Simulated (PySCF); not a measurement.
Diatomics of Cl with group 14

r²SCAN with double-zeta basis sets in PySCF, for the lowest determinant that a PBE0 search found; no spin–orbit coupling. De refers to high-spin ground-configuration atoms. A positive dipole means M(−)Cl(+).

```tsv
M	basis	state (unpaired electrons)	Re (Å)	ωe (cm⁻¹)	De (eV)	μ (D)
C	def2-SVPD	doublet (π ↑)	1.670	858	4.27	1.43
Si	def2-SVPD	doublet (π ↑)	2.105	513	4.41	-0.92
Ge	cc-pVDZ-PP/cc-pV(D+d)Z	doublet (π ↑)	2.197	397	4.11	-1.84
Sn	x2c-SVPall	doublet (π ↑)	2.392	357	3.91	-2.48
Pb	def2-SVP	doublet (π ↑)	2.496	322	3.77	-3.51
```

Problem. By what factor does the harmonic wavenumber vary along the series?

Solution. At r²SCAN it runs from 322 cm⁻¹ (PbCl) to 858 cm⁻¹ (CCl), a factor of 2.66.

The rows differ in basis set, which adds steps of its own.

Relativity is treated differently too: C no relativity; Si no relativity; Ge scalar-relativistic core potentials; Sn spin-free X2C; Pb scalar-relativistic core potentials.

Down a group bonds as a rule get longer and wavenumbers fall, partly through the reduced mass; this series shows no clear exception.

Spin–orbit coupling is left out, which matters for elements this heavy, above all for dissociation energies. States were picked by a PBE0 search and need not be the measured ground states.
